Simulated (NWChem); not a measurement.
# Basis-set convergence for H$_{3}$NSi

```xyz
5

Si    -0.5250     0.4596     0.0000
H      0.5290     1.6011     0.0000
N      0.6737    -0.7957     0.0000
H      1.6918    -0.6790     0.0000
H      0.4128    -1.7865     0.0000
```
Charge 0, spin multiplicity 1.

The numbers come from NWChem runs, not from measurements. The geometry was optimised at PBE/def2-SVP, a minimum by its harmonic frequencies. It is one conformer; others weren't searched.

Quantity: vertical ionisation energy at the level ΔCCSD(T) (Δ: difference of total energies, the cation a doublet at the parent's geometry with its hole in an orbital of symmetry a' (Cs labels); it is the state that the SCF runs reached, from PBE0 orbitals for Hartree-Fock references, and need not be the lowest).

The correlated methods keep 6 core orbitals frozen. The Pople sets run with spherical d functions. The structure started from a generated list of species. The stability of the SCF solutions was not checked. Open-shell Hartree-Fock references start from PBE0 orbitals; any time given for them includes that run.

Relative cost: rough, from shared machines, SCF included, def2-SVP = 1.

```json
[
 {"basis": "def2-SVP", "functions": "47", "vertical ionisation energy (eV)": "[?]", "relative cost": "1"},
 {"basis": "6-311G**", "functions": "62", "vertical ionisation energy (eV)": "[?]", "relative cost": "under 3"},
 {"basis": "6-311++G**", "functions": "73", "vertical ionisation energy (eV)": "8.68", "relative cost": "3"},
 {"basis": "def2-TZVP", "functions": "86", "vertical ionisation energy (eV)": "8.83", "relative cost": "7"},
 {"basis": "cc-pVTZ", "functions": "106", "vertical ionisation energy (eV)": "8.86", "relative cost": "10"},
 {"basis": "def2-TZVPD", "functions": "107", "vertical ionisation energy (eV)": "[?]", "relative cost": "10"}
]
```

### Question
Fill in the missing entries.

### Answer

- def2-SVP, vertical ionisation energy (eV): 8.58
- 6-311G**, vertical ionisation energy (eV): 8.60
- def2-TZVPD, vertical ionisation energy (eV): 8.87
